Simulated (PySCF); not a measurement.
Bonds (- single, = double, # triple, : aromatic): B1-N2 1.534 Å, N2#C3 1.152 Å, C3-C4 1.443 Å, C4-B5 1.600 Å, B5-O6 1.353 Å, B5-O7 1.353 Å. B1 carries H8, H9, H10; C4 carries H11, H12; O6 carries H13; O7 carries H14. Formal charges: B1 -1, N2 +1.

All values are calculated (PySCF): structure optimised with PBE0-D3(BJ)/def2-SVP, shielding tensors at PBE0/pcSseg-1 (GIAO), B3LYP/pcJ-1 coupling constants (spin–dipole term only in couplings to heteroatoms). Fast rotation and ring inversion assumed for equivalent nuclei, a single conformation, non-relativistic, gas phase.

Question: Predict the 2D correlation tables (HSQC, COSY, HMBC).

Answer: 

HSQC (one-bond C–H):
```tsv
δH	δC	1J(C,H) (Hz)
1.86 (H11/H12)	3.2 (C4)	138
```

COSY cross peaks (|J| ≥ 2 Hz):
```tsv
δH	δH	abs. J (Hz)	bonds
2.09 (H8/H9/H10)	1.86 (H11/H12)	6.2	5
```

HMBC (two and three bonds, |J| ≥ 2.5 Hz):
```tsv
δH	δC [abs. J in Hz]
2.09 (H8/H9/H10)	115.2 (C3) [7.7]
1.86 (H11/H12)	115.2 (C3) [13.2]
```

References, each an isolated molecule treated in the same way: TMS for 1H (σref 31.27), 13C (σref 184.41).

OH/NH shifts are gas-phase values; hydrogen bonding in solution moves them, usually downfield. Hydrogens on boron are broadened and split by 11B (spin 3/2, 80 %) and 10B (spin 3). A carbon bonded to boron is broadened by the quadrupolar boron nucleus and is often missing from a measured spectrum. Shifts are as computed. Against solution values, carbons near 30 ppm lie about +2 ppm off and those near 130 ppm about +5 ppm. Of 1313 compounds with measured shifts, 239 miss one by over three times the rms of a fit or turn the order of signals round; such compounds aren't used in these exercises.
